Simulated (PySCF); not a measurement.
GeBr3, SMILES [Br][Ge]([Br])[Br], multiplicity 2.

Geometry: ωB97X-D3(BJ)/def2-SVP.

Calculation: TDA-PBE/def2-SVPD in PySCF.

Vertical excitations; the highest root listed may be one member of a degenerate set. Gas-phase values at a fixed geometry.

### Question
Give excitation energies, oscillator strengths and character. (An estimate is asked for; the answer gives what the named calculation found.)

### Answer

```tsv
state	energy (eV)	λ (nm)	f	main pairs
root 1	1.98	627	0.000	β HOMO→LUMO 100 %
root 2	2.26	550	0.001	β HOMO−1→LUMO (degenerate set)
root 3	2.26	550	0.001	β HOMO−2→LUMO (degenerate set)
root 4	2.71	458	0.015	β HOMO−3→LUMO (degenerate set)
root 5	2.71	458	0.015	β HOMO−4→LUMO (degenerate set)
root 6	3.30	376	0.004	α HOMO→LUMO 11 %, β HOMO−5→LUMO 88 %
root 7	3.91	317	0.021	α HOMO→LUMO 88 %, β HOMO−5→LUMO 10 %
root 8	4.58	270	0.008	α HOMO→LUMO+2, β HOMO−6→LUMO (degenerate set)
root 9	4.58	270	0.008	α HOMO→LUMO+1, β HOMO−7→LUMO (degenerate set)
root 10	4.94	251	0.000	α HOMO−1→LUMO 78 %, β HOMO→LUMO+1 22 %
```
Unrestricted roots are not spin-pure.
